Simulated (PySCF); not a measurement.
CuI, charge +1, doublet, geometry from GFN2-xTB (such geometries of metal compounds can be far from the true shape) (the multiplicity is a formal guess) (core potentials on I). Base run: PBE0/def2-SV(P) (PySCF).

The PySCF input:
```python
from pyscf import gto, scf, dft

mol = gto.M(
    atom='''
Cu   -0.00000000   -0.00000000   -1.60555264
I     0.00000000    0.00000000    0.87850993
''',
    basis='def2-sv(p)',
    ecp={'I': 'def2-sv(p)'},
    charge=1,
    spin=1,
    verbose=4,
)

mf = dft.UKS(mol)
mf.xc = 'pbe0'
mf.kernel()
```

Variants of this job, named by their change:

```json
[
 {"change": "base", "basis functions": "50", "E (Eh)": "-1937.46457", "HOMO (eV)": "-13.27"},
 {"change": "basis = Sapporo-DKH3-DZP-2012; relativity = spin-free X2C (without ecp={'I': 'def2-sv(p)'})", "basis functions": "92", "E (Eh)": "-8769.26913", "HOMO (eV)": "-13.41"},
 {"change": "basis = Sapporo-DKH3-DZP-2012; relativity = spin-free X2C; nucleus = Gaussian (with nucmod='G'; without ecp={'I': 'def2-sv(p)'})", "basis functions": "92", "E (Eh)": "-8769.05203", "HOMO (eV)": "-13.41"},
 {"change": "basis = ANO-RCC-VDZP; relativity = none (without ecp={'I': 'def2-sv(p)'})", "basis functions": "77", "E (Eh)": "-8309.48090", "HOMO (eV)": "-14.27"},
 {"change": "basis = x2c-TZVPall; relativity = none (without ecp={'I': 'def2-sv(p)'})", "basis functions": "108", "E (Eh)": "-8401.45418", "HOMO (eV)": "-13.58"},
 {"change": "basis = x2c-TZVPall; relativity = spin-free X2C (without ecp={'I': 'def2-sv(p)'})", "basis functions": "108", "E (Eh)": "-8769.70655", "HOMO (eV)": "-13.51"},
 {"change": "basis = x2c-TZVPall; relativity = spin-free X2C; nucleus = Gaussian (with nucmod='G'; without ecp={'I': 'def2-sv(p)'})", "basis functions": "108", "E (Eh)": "-8769.49805", "HOMO (eV)": "-13.51"},
 {"change": "basis = ANO-RCC-VDZP; relativity = spin-free X2C; nucleus = Gaussian (with nucmod='G'; without ecp={'I': 'def2-sv(p)'})", "basis functions": "77", "E (Eh)": "-8769.30713", "HOMO (eV)": "-13.43"},
 {"change": "basis = Sapporo-DKH3-DZP-2012; relativity = none (without ecp={'I': 'def2-sv(p)'})", "basis functions": "92", "E (Eh)": "-8319.75978", "HOMO (eV)": "-14.13"},
 {"change": "basis = ANO-RCC-VDZP; relativity = spin-free X2C (without ecp={'I': 'def2-sv(p)'})", "basis functions": "77", "E (Eh)": "-8769.55323", "HOMO (eV)": "-13.43"}
]
```

Totals shift with the method and basis; they matter in differences.

Open shells are given as the SCF converged; they aren't shown to be the lowest states, and a large step between rows can be another state.

Basis sets contracted for a relativistic Hamiltonian are a mismatch without it, so the rows without relativity aren't non-relativistic limits. No row has spin-orbit coupling; sets with core potentials leave out the core electrons.
